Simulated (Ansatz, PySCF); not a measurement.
This triplet lies 0.12 eV below the relaxed singlet at the level B3LYP/cc-pVTZ // PBE0-D3(BJ)/def2-TZVP (Ansatz, an electronic-structure program).

# C$_{2}$HN, SMILES `[N+](#[C-])[CH]` (lower triplet) (charge 0, multiplicity 3)

Computed with PySCF 2.14.0 with PBE0-D3(BJ)/def2-TZVP.

| Item | Result |
|---|---|
| highest occupied spin orbital | -7.17 eV |
| dipole moment | 2.96 D |
| total energy | -3572.16 eV |
| cost | about 30 core-seconds (a rough figure) |

```xyz
4

C      1.7347    -0.0685    -0.1446
N      0.5451     0.0530    -0.0275
C     -0.6932     0.3074     0.1253
H     -1.5866    -0.2920     0.0467
```
Charge 0, spin multiplicity 3.
